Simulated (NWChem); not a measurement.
Everything below was run with NWChem. System: H3Sn (+1), charge 1, spin multiplicity 1, at a geometry optimised with PBE/def2-SVP with def2 effective core potentials on Sn. The structure started from a generated list of species. Level: EOM-CCSD/def2-SVPD with def2 effective core potentials on Sn, 4 core orbitals frozen.

NWChem printed:

```
             Northwest Computational Chemistry Package (NWChem) 7.3.0
             --------------------------------------------------------

                                NWChem Input Module
                                -------------------

 Scaling coordinates for geometry "geometry" by  1.889725989
 (inverse scale =  0.529177249)

 Turning off AUTOSYM since
 SYMMETRY directive was detected!

                             Geometry "geometry" -> ""
                             -------------------------

 Output coordinates in angstroms (scale by  1.889725989 to convert to a.u.)

  No.       Tag          Charge          X              Y              Z
 ---- ---------------- ---------- -------------- -------------- --------------
    1 Sn                  50.0000     0.00000000     0.00000000    -0.00000200
    2 H                    1.0000     0.00000000     0.00000000     1.71192300
    3 H                    1.0000     1.48261400     0.00000000    -0.85591000
    4 H                    1.0000    -1.48261400     0.00000000    -0.85591000

 Effective nuclear repulsion energy (a.u.)      46.9020689438

            Nuclear Dipole moment (a.u.)
            ----------------------------
        X                 Y               Z
 ---------------- ---------------- ----------------
     0.0000000000     0.0000000000     0.0000056692

      Symmetry information
      --------------------

 Group name             C2v
 Group number             16
 Group order               4
 No. of unique centers     3

      Symmetry unique atoms

     1    2    3


 Summary of "ao basis" -> "" (spherical)
 ------------------------------------------------------------------------------
       Tag                 Description            Shells   Functions and Types
 ---------------- ------------------------------  ------  ---------------------
 *                         def2-svpd                  on all atoms

 Summary of "ao basis" -> "ao basis" (spherical)
 ------------------------------------------------------------------------------
       Tag                 Description            Shells   Functions and Types
 ---------------- ------------------------------  ------  ---------------------
 Sn                        def2-svpd                12       32   5s4p3d
 H                         def2-svpd                 4        8   2s2p

                                 NWChem SCF Module
                                 -----------------
[...]
 Iteration   3 using    3 trial vectors
   0.0875580346105   0.3410030684914    9.27917     0.2     0.2

 Iteration   4 using    4 trial vectors
   0.0607980005538   0.3358637321055    9.13932     0.2     0.2

 Iteration   5 using    5 trial vectors
   0.0384897566451   0.3332246089165    9.06751     0.2     0.2

 Iteration   6 using    6 trial vectors
   0.0223749489374   0.3319505078029    9.03284     0.2     0.2

 Iteration   7 using    7 trial vectors
   0.0121871145842   0.3315396676076    9.02166     0.2     0.2

 Iteration   8 using    8 trial vectors
   0.0056448609202   0.3313112119427    9.01544     0.2     0.2

 Iteration   9 using    9 trial vectors
   0.0025972047889   0.3312491453719    9.01375     0.2     0.2

 Iteration  10 using   10 trial vectors
   0.0010561478153   0.3312431990340    9.01359     0.2     0.2

 Iteration  11 using   11 trial vectors
   0.0005740751034   0.3312307818715    9.01325     0.2     0.2

 Iteration  12 using   12 trial vectors
   0.0003216111238   0.3312316201796    9.01327     0.2     0.2

 Iteration  13 using   13 trial vectors
   0.0001359058982   0.3312321114771    9.01329     0.2     0.2

 Iteration  14 using   14 trial vectors
   0.0000608676150   0.3312314970097    9.01327     0.2     0.2

 Iteration  15 using   15 trial vectors
   0.0000398550371   0.3312318956122    9.01328     0.2     0.2

 Iteration  16 using   16 trial vectors
   0.0000217609942   0.3312320997572    9.01329     0.2     0.2

 Iteration  17 using   17 trial vectors
   0.0000100865679   0.3312321462530    9.01329     0.2     0.2

 Iteration  18 using   18 trial vectors
   0.0000043524824   0.3312321983590    9.01329     0.2     0.2
 --------------------------------------------------------------
 Iterations converged
 ------------------

 Excited state root  1
 Excitation energy / hartree =        0.331232198358975
                   / eV      =        9.013290550619834
 largest EOMCCSD amplitudes: R1 and R2

 Singles contributions
    14a1  (alpha) ---    11b1  (alpha)       -0.8109580254
    16a1  (alpha) ---    11b1  (alpha)       -0.1883028288
    17b1  (alpha) ---    12a1  (alpha)       -0.1883773901

 Doubles contributions
    14a1  (alpha)    14a1  (beta ) ---    12a1  (alpha)    11b1  (beta )       -0.1885268389
    14a1  (alpha)    14a1  (beta ) ---    11b1  (alpha)    12a1  (beta )       -0.1885268389

 =========================================
 Excited-state calculation ( b2  symmetry)
 =========================================
 Dim. of EOMCC iter. space      500

 EOMCCSD SOLVER TYPE  1
  maxdiff =   0.46800190702759514

 No. of initial right vectors    1

 EOM-CCSD right-hand side iterations
 --------------------------------------------------------------
      Residuum       Omega / hartree  Omega / eV    Cpu    Wall
 --------------------------------------------------------------

 Iteration   1 using    1 trial vectors
   0.3823633534523   0.2716328322842    7.39151     0.3     0.3

 Iteration   2 using    2 trial vectors
   0.1179539999837   0.1974745463721    5.37356     0.2     0.2

 Iteration   3 using    3 trial vectors
   0.0380933361698   0.1910870601606    5.19975     0.2     0.2

 Iteration   4 using    4 trial vectors
   0.0101219059878   0.1905958166730    5.18638     0.2     0.2

 Iteration   5 using    5 trial vectors
   0.0029484266371   0.1905584910849    5.18536     0.2     0.2

 Iteration   6 using    6 trial vectors
   0.0009427838306   0.1905446077325    5.18498     0.2     0.2

 Iteration   7 using    7 trial vectors
   0.0003238271163   0.1905446246437    5.18499     0.2     0.2

 Iteration   8 using    8 trial vectors
   0.0001133185731   0.1905459860102    5.18502     0.2     0.2

 Iteration   9 using    9 trial vectors
   0.0000335662834   0.1905465399975    5.18504     0.2     0.2

 Iteration  10 using   10 trial vectors
   0.0000104464853   0.1905466785881    5.18504     0.2     0.2

 Iteration  11 using   11 trial vectors
   0.0000031682994   0.1905466729655    5.18504     0.2     0.2
 --------------------------------------------------------------
 Iterations converged
 ------------------

 Excited state root  1
 Excitation energy / hartree =        0.190546672965525
                   / eV      =        5.185040993602052
 largest EOMCCSD amplitudes: R1 and R2

 Singles contributions
    13b2  (alpha) ---    12a1  (alpha)        0.9120755305
    25b2  (alpha) ---    12a1  (alpha)       -0.1044137276

 Doubles contributions

 Task  times  cpu:       16.2s     wall:       16.2s

 Total times  cpu:       16.2s     wall:       16.2s
```

Q: Write an NWChem input that would produce this output.

A: This is not unique; one that fits is 
```
start mol
memory heap 100 mb stack 700 mb global 1900 mb
charge 1
geometry units angstroms nocenter noautoz
  Sn     0.000000     0.000000    -0.000002
  H      0.000000     0.000000     1.711923
  H      1.482614     0.000000    -0.855910
  H     -1.482614     0.000000    -0.855910
  symmetry group C2v
end
basis spherical
  * library def2-svpd
end
ecp
  Sn library def2-ecp
end
scf
  rhf
  nopen 0
  maxiter 100
  thresh 1e-7
  semidirect memsize 60000000 filesize 0
end
tce
  freeze core 4
  ccsd
  nroots 1
  2eorb
  2emet 13
  thresh 1e-5
  maxiter 200
  tilesize 24
end
task tce energy
```
